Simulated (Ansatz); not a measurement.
## Redistribution: C4H10BCl + BH(CH3)(OH) → C4H11BO + BH(CH3)Cl

Species: C4H10BCl (chlorodiethylborane) `CCB(Cl)CC`, singlet; BH(CH3)(OH), singlet; C4H11BO `CCB(O)CC`, singlet; BH(CH3)Cl, singlet. The partners trade Cl for OH; both sit on B, so the bond types are kept.

Shapes, held fixed at every level: PBE0-D4/def2-TZVP. Flexible molecules stand in one conformer, not always the lowest. Programs: Ansatz 0.2.0. Electronic energies: no zero-point or thermal term.

(1) Estimate ΔE of this reaction.

Results:

(1) MP2/def2-TZVPP gives ΔE = +15.2 kJ/mol; the levels span +11.8 to +17.6. The median of the levels is +14.7. No measured value is set beside it here. 

```json
{"level": "HF/def2-SVP", "kind": "Hartree–Fock", "ΔE (kJ/mol)": "+14.7"}
{"level": "HF/def2-TZVPP", "kind": "Hartree–Fock", "ΔE (kJ/mol)": "+11.8"}
{"level": "SPW92/def2-TZVPP", "kind": "LDA", "ΔE (kJ/mol)": "+17.6"}
{"level": "PBE-D4/def2-TZVPP", "kind": "GGA", "ΔE (kJ/mol)": "+14.4"}
{"level": "B3LYP-D4/def2-TZVPP", "kind": "global hybrid", "ΔE (kJ/mol)": "+13.8"}
{"level": "wB97M-V/def2-TZVPP", "kind": "range-separated hybrid", "ΔE (kJ/mol)": "+14.7"}
{"level": "MP2/def2-TZVPP", "kind": "perturbation theory", "ΔE (kJ/mol)": "+15.2"}
```
